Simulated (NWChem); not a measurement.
Molecule: InH$_{2}$Cl; SMILES [Cl][InH2]

```xyz
4

In     0.0000     0.0000     0.5722
H      0.0000    -1.5817     1.2356
H      0.0000     1.5817     1.2356
Cl     0.0000     0.0000    -1.7946
```
Atoms are numbered in this order, from 1.

Computed with NWChem. Structure relaxed at the PBE0/def2-SVP level. def2 effective core potentials on In; no spin-orbit coupling. Ions are spin-unrestricted doublets at the neutral geometry; other ion states weren't tried. Functional: LC-ωPBE (HJS hole) with def2-SVP; rows give the range parameter ω in 1/bohr.

For range parameter (1/bohr) 0.15:

```yaml
"−ε(HOMO) (eV)": 8.77
```

Problem. How do the values read with range parameter (1/bohr) 0.20 instead?

Solution. 
* **−ε(HOMO) (eV)**: 9.31
